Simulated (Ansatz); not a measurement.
`N[CH2][InH][NH2]` + `OCS` → `[NH2][InH][OH]` + `NCCS`  (formal exchange of groups at the In–C bond)

Isolated molecules relaxed with PBE0-D4/def2-TZVP in Ansatz; ΔE leaves out vibrations. CCSD(T)/CBS adds triple-zeta CCSD(T) − MP2 to the extrapolated MP2 energy (def2 sets, frozen cores). Functionals use def2-TZVPP. def2 core potentials past Kr. For In outer-core shells are correlated without core-valence functions, which leaves a few kJ/mol of doubt a bond. Each species was taken in one conformer, which may not be the lowest.

| level | ΔE (kJ/mol) |
| --- | --- |
| PBE0-D4 | -126.0 |
| SCS-MP2/def2-TZVPP | -139.0 |
| MP2/def2-QZVPP | -143.8 |
| SCS-MP2/def2-QZVPP | -142.2 |

(1) What does CCSD(T)/CBS give? (Estimate.)

Largest T1 diagnostic among the species: 0.016.

Answers

(1) Ansatz gave: -138.9 kJ/mol. The listed levels differ from it by 12.9, -0.1, -4.9, -3.3 kJ/mol.

From PBE to PBE0 (25 % exact exchange), in def2-TZVPP and without D4, ΔE moves by −5.9 kJ/mol.
